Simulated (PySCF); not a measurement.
# How methods differ on the ionisation energy of Co

Co [Ar] 3d7 4s2 (4F) → Co+ [Ar] 3d8 (3F), as a difference of total energies. Calculation: PySCF 2.14, in 6-31G* (5s4p2d1f, 34 functions); the non-relativistic Hamiltonian (point nucleus). Correlated levels: valence: [Ar] frozen. The calculations carry no spin-orbit coupling.

| method | ionisation energy (eV) |
| --- | --- |
| UHF | 9.205 |
| TPSS | 8.845 |
| PBE | 9.030 |
| MP2 (valence) | 8.630 |
| SCS-MP2 (valence) | 8.738 |

Question: How much does correlation contribute at MP2 (valence)?

Answer: 8.630 − (9.205) = -0.575 eV, measured against UHF.

These non-relativistic numbers lack the scalar-relativistic shift.

Errors of the correlated levels include the incompleteness of this basis and the frozen core.

For comparison: 7.869 eV (measured; NIST levels, between the centres of gravity of the two terms).
